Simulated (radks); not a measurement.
Ru I, configuration [Kr] 4d7.5 5p0.5 (fractional occupations, a model configuration). All-electron calculation, Dirac Kohn-Sham, LDA (Slater exchange, Perdew-Wang correlation), spin-unpolarised, spherical densities, finite nucleus; open shells fill j = l - 1/2 first; Fermi nuclear charge, rms radius 4.4809 fm. Program: a radial shooting solver on a logarithmic mesh with Libxc functionals.

Unscreened Slater integrals over Kohn-Sham orbitals (eV). Large and small components are both included. Empty in this configuration: 5p3/2.

| integral | value |
|---|---|
| F0(5p1/2,5p1/2) | 4.8343 |
| F0(5p1/2,4d5/2) | 6.3119 |
| G3(5p1/2,4d5/2) | 0.62574 |
| F0(5p1/2,4d3/2) | 6.3224 |
| G1(5p1/2,4d3/2) | 0.85001 |
| F0(5p1/2,4p3/2) | 6.4865 |
| G2(5p1/2,4p3/2) | 0.18526 |
| F0(5p1/2,5p3/2) | 4.7352 |
| G2(5p1/2,5p3/2) | 2.3685 |
| F0(4d5/2,4d5/2) | 14.280 |
| F2(4d5/2,4d5/2) | 6.8108 |
| F4(4d5/2,4d5/2) | 4.3552 |
| F0(4d5/2,4d3/2) | 14.403 |
| F2(4d5/2,4d3/2) | 6.8762 |
| G2(4d5/2,4d3/2) | 6.8736 |
| G4(4d5/2,4d3/2) | 4.3979 |
| F0(4d5/2,4p3/2) | 16.968 |
| F2(4d5/2,4p3/2) | 7.8924 |
| G1(4d5/2,4p3/2) | 9.7145 |
| G3(4d5/2,4p3/2) | 5.8604 |
| F0(4d5/2,5p3/2) | 6.0799 |
| F2(4d5/2,5p3/2) | 1.4336 |
| G1(4d5/2,5p3/2) | 0.78048 |
| G3(4d5/2,5p3/2) | 0.55232 |
| F0(4d3/2,4d3/2) | 14.528 |
| F2(4d3/2,4d3/2) | 6.9447 |
| F0(4d3/2,4p3/2) | 17.159 |
| F2(4d3/2,4p3/2) | 8.0350 |
| G1(4d3/2,4p3/2) | 9.9321 |
| G3(4d3/2,4p3/2) | 5.9948 |
| F0(4d3/2,5p3/2) | 6.0892 |
| F2(4d3/2,5p3/2) | 1.4072 |
| G1(4d3/2,5p3/2) | 0.73909 |
| G3(4d3/2,5p3/2) | 0.52825 |
| F0(4p3/2,4p3/2) | 21.479 |
| F2(4p3/2,4p3/2) | 11.210 |
| F0(4p3/2,5p3/2) | 6.2362 |
| F2(4p3/2,5p3/2) | 0.84283 |
| G0(4p3/2,5p3/2) | 0.14040 |
| G2(4p3/2,5p3/2) | 0.17242 |
| F0(5p3/2,5p3/2) | 4.6425 |
| F2(5p3/2,5p3/2) | 2.3269 |
